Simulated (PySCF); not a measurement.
These 3 structures share the formula C7H9FOSi. The calculation used PBE0-D3(BJ)/def2-SVP geometry optimisation, gas phase in PySCF. One conformer each; no zero-point energy, no entropy. No frequencies were run at this level. Point groups hold within 0.08 Å.

Problem. Order them by energy at this level, lowest first, and give relative energies in kcal/mol.
A. `[CH3:1][c:2]1[cH:3][cH:4][cH:5][c:6]([O:7][SiH3:8])[c:9]1[F:10]` with C5–C6–O7–Si8 175°
B. `[F:1][CH2:2][c:3]1[cH:4][cH:5][c:6]([O:7][SiH3:8])[cH:9][cH:10]1` with F1–C2–C3–C4 1°, C5–C6–O7–Si8 0°
C. `[F:1][CH2:2][SiH2:3][O:4][c:5]1[cH:6][cH:7][cH:8][cH:9][cH:10]1` with F1–C2–Si3–O4 180°, C2–Si3–O4–C5 180°, Si3–O4–C5–C6 180°

Solution. A (0.0), B (5.2), C (5.6).

As drawn, the highest has an Si–C bond, which the lowest lacks. Neighbours under 2.5 kcal/mol apart (FCc1ccc(O[SiH3])cc1 and FC[SiH2]Oc1ccccc1) can change places with a better method, another conformer or zero-point energy.

| SMILES | E (Eh) | E rel (kcal/mol) | dipole (D) | point group | A, B, C (MHz) |
| --- | --- | --- | --- | --- | --- |
| Cc1cccc(O[SiH3])c1F | -735.72482 | 0.0 | 0.95 | – | 2019, 865.2, 612.6 |
| FCc1ccc(O[SiH3])cc1 | -735.71659 | 5.2 | 0.93 | – | 3433, 504.7, 443.6 |
| FC[SiH2]Oc1ccccc1 | -735.71589 | 5.6 | 1.10 | Cs | 4309, 458.6, 417.7 |
